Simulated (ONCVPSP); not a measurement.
## Building the ONCV potential for rubidium (Rb) (PBEsol, scalar-relativistic).

rubidium, optimised norm-conserving Vanderbilt (ONCV), made with ONCVPSP 4.0.1 (PBEsol, scalar-relativistic). Core [Ar] 3d10, reference 4s2 4p6 5s1. Waves: 4s+5s: rc 2.15 bohr, ncon 5, nbas 9, qcut 4.8 1/bohr, 2 projectors; 4p: rc 1.75 bohr, ncon 4, nbas 7, qcut 5.1 1/bohr, 2 projectors, debl 2.2 Ha; d scattering state at 0.07 Ha: rc 1.90 bohr, ncon 5, nbas 10, qcut 5.9 1/bohr, 2 projectors, debl 2.4 Ha. Local part: polynomial inside 1.30 bohr (lpopt 5, dvloc0 -1 Ha). Core correction: polynomial model core, fcfact 0.45.

What the tests gave:

```
Cutoffs needed             : 12 Ha and 40 Ha (the cutoffs (Ha) at which the residual kinetic energy of the hardest occupied pseudo-wave falls to 1 and 0.1 mHa per electron)
Ghost test                 : no bound ghost flagged; GHOST(+) flagged for s at 95.2 eV
Largest excitation error   : -4.3 meV (all-electron minus pseudo) for 4s2 4p5 5s1, out of 4 test configurations
rms error of d²Exc/dni dnj : 2.86 mHa without and 1.04 mHa with the model core
```

Generation and tests took about 3.6 s on one core of a shared server CPU.
